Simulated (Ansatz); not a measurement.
Single points on [VO2F2]- (VO2F2⁻).

```yaml
crystal:
  periodic: [false, false, false]
  atoms:
    - {symbol: V, position_ang: [0.041117, -0.000196, 0.028699]}
    - {symbol: O, position_ang: [0.057185, -0.016181, 1.652928]}
    - {symbol: O, position_ang: [1.571376, 0.008474, -0.516156]}
    - {symbol: F, position_ang: [-0.837997, 1.472262, -0.568254]}
    - {symbol: F, position_ang: [-0.831690, -1.464359, -0.597217]}
basis:
  gaussian: {orbitals: def2-TZVPD, initial_orbitals: start.molden}
total_charge: -1
hamiltonian: {xc: hf}
scf: {omitted_lower_state_checks: [starts]}
output: {orbitals: {seedname: orbitals}}
```

The file start.molden holds the orbitals of an earlier run on this structure, at another level or in another basis.

```sh
$ ansatz run in.yaml --threads 4 --pin off --events-out ev --progress --plain --max-ram 3916MiB
```

Output, abridged:

```
Functional definition: HF
1513 factors; their error is unknown
mean field evaluation 1: about -35147.8240 eV, gradient 3.7e1 eV
mean field evaluation 2: about -35149.6527 eV, gradient 3.1e0 eV
mean field evaluation 4: about -35149.6977 eV, gradient 8.2e-4 eV
mean field -35150.31994483 eV, -1291.7504322300 hartree, gradient 2.6e-5 eV, S^2 0.000000; 0 other end points of the search recorded, 0 dependent functions left out
reference -35150.31994483 eV, -1291.7504322300 hartree; 29, 29 occupied and 179, 179 virtual orbitals, 1513 factors
Total energy: -35150.31994483 eV, -1291.7504322300 hartree
Checks for a lower state left out: starts
```

It took 3 s on 4 threads of Arm Neoverse N1 on a shared host.

First input, but with `hamiltonian: {xc: {name: B97M-V}}` (abridged; 12 s):

```
Functional definition: B97M-V
mean field -35218.37120496 eV, -1294.2512699129 hartree, gradient 3.4e-5 eV, S^2 0.000000
Total energy: -35218.37128528 eV, -1294.2512728646 hartree
Checks for a lower state left out: starts
```

As the first input, with `gaussian: {orbitals: def2-SVPD, initial_orbitals: start.molden}`, `hamiltonian: {xc: pbe, dispersion: d4}` (abridged; 1.9 s):

```
Functional definition: PBE
mean field -35199.60381098 eV, -1293.5615809052 hartree, gradient 2.9e-5 eV, S^2 0.000000
Total energy: -35199.71704233 eV, -1293.5657420806 hartree
Checks for a lower state left out: starts
```

As the first input, with `hamiltonian: {xc: r2scan, dispersion: d4}` (abridged; 6 s):

```
Functional definition: r2SCAN
mean field -35223.65211708 eV, -1294.4453398539 hartree, gradient 1.4e-5 eV, S^2 0.000000
Total energy: -35223.67813041 eV, -1294.4462958262 hartree
Checks for a lower state left out: starts
```

First input, but with `hamiltonian: {xc: {name: B2PLYP}}` and without the key `output` (abridged; 9 s):

```
Functional definition: B2PLYP
mean field -35203.09934499 eV, -1293.6900394107 hartree, gradient 4.0e-6 eV, S^2 0.000000
9 core orbitals not correlated: weight in the atoms' cores, before any rotation towards them, 1.000 or more for the frozen orbitals, at most 0.000 for the correlated occupied ones
second order -57.07973642 eV of doubles, -0.00000000 eV of singles
Total energy: -35218.51104778 eV, -1294.2564090418 hartree
Checks for a lower state left out: starts
```

As the first input, with `correlation: {method: ccsd_t}` and without the key `hamiltonian` (abridged; 4 min):

```
Functional definition: HF
mean field -35150.32041854 eV, -1291.7504496383 hartree, gradient 2.1e-6 eV, S^2 0.000000; unrestricted orbitals would lower it
mean field evaluation 16: about -35150.5831 eV, gradient 3.6e0 eV
9 core orbitals not correlated: weight in the atoms' cores, before any rotation towards them, 1.000 or more for the frozen orbitals, at most 0.000 for the correlated occupied ones
second order -44.15945432 eV of doubles, -0.00000000 eV of singles
cycle   1  -35.89567366 eV  change     8.3e0 eV  update   5.2e-1
cycle   2  -40.15403642 eV  change    -4.3e0 eV  update   6.3e-1
cycle   3  -40.67986744 eV  change   -5.3e-1 eV  update   8.8e-2
cycle   4  -40.71565923 eV  change   -3.6e-2 eV  update   5.1e-2
cycle   5  -40.66228510 eV  change    5.3e-2 eV  update   1.9e-2
cycle   6  -40.66855979 eV  change   -6.3e-3 eV  update   6.5e-3
cycle   7  -40.67113742 eV  change   -2.6e-3 eV  update   3.9e-3
cycle   8  -40.66605539 eV  change    5.1e-3 eV  update   2.1e-3
cycle   9  -40.66507795 eV  change    9.8e-4 eV  update   6.0e-4
cycle  10  -40.66666392 eV  change   -1.6e-3 eV  update   3.1e-4
cycle  11  -40.66688433 eV  change   -2.2e-4 eV  update   1.4e-4
cycle  12  -40.66666013 eV  change    2.2e-4 eV  update   7.6e-5
cycle  13  -40.66665776 eV  change    2.4e-6 eV  update   4.5e-5
perturbative correction -2.82391567 eV, -0.1037769867 hartree
Total energy: -35193.81099197 eV, -1293.3486987331 hartree
Checks for a lower state left out: starts
```

First input, but with `hamiltonian: {xc: pbe}`, `correlation: {method: rpa}` and without the key `output` (abridged; 8 s):

```
Functional definition: PBE
mean field -35213.73022884 eV, -1294.0807171863 hartree, gradient 2.7e-6 eV, S^2 0.000000
9 core orbitals not correlated: weight in the atoms' cores, before any rotation towards them, 1.000 or more for the frozen orbitals, at most 0.000 for the correlated occupied ones
Total energy: -35208.05391225 eV, -1293.8721163989 hartree
Checks for a lower state left out: starts
```

Geometry: PBE-D4/def2-SVPD.

Correlated methods freeze 9 core orbitals; core or outer-core shells of V are correlated, in sets that lack core-valence functions. At HF/def2-TZVPD, CCSD(T)/def2-TZVPD the restricted singlet (for correlated methods, its reference) is unstable: a solution with broken spin symmetry lies lower. The restricted singlet is unstable towards broken spin symmetry in Hartree–Fock (as tested in another run); at B97M-V/def2-TZVPD, PBE-D4/def2-SVPD, r2SCAN-D4/def2-TZVPD, B2PLYP/def2-TZVPD and others this wasn't settled.
